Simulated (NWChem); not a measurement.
# CH6ClNSi; SMILES C[SiH](N)Cl

```xyz
10

Si    -0.0495    -0.3750     0.3901
C      1.3614    -1.4170    -0.2363
N     -1.5462    -1.0638    -0.0994
Cl     0.2633     1.5681    -0.3374
H     -0.0824    -0.2408     1.8714
H      1.2813    -2.4452     0.1488
H      1.3599    -1.4547    -1.3369
H      2.3257    -0.9941     0.0824
H     -1.6770    -1.3373    -1.0678
H     -2.4110    -0.6969     0.2841
```
Atoms are numbered in this order, from 1.

Results from NWChem. Pople sets run with spherical d functions. Geometry: optimised at PBE0/def2-SVP. B3LYP is NWChem's, with the RPA form of VWN correlation. Vzz is the largest principal value of the second derivative of the potential at the nucleus (NWChem prints the opposite sign); η is the asymmetry. Non-relativistic.

```csv
level,Vzz N3 (a.u.),η N3,Vzz Cl4 (a.u.),η Cl4
PBE0/def2-SVP,-0.881,0.33,1.817,0.04
PBE0/6-31G*,-0.821,0.32,1.823,0.04
B3LYP/def2-TZVP,-0.847,0.38,[?],0.04
B3LYP/6-31G*,-0.843,0.35,1.788,0.04
```

### Question
What belongs in the gaps?

### Answer

- B3LYP/def2-TZVP, Vzz Cl4 (a.u.): 1.914
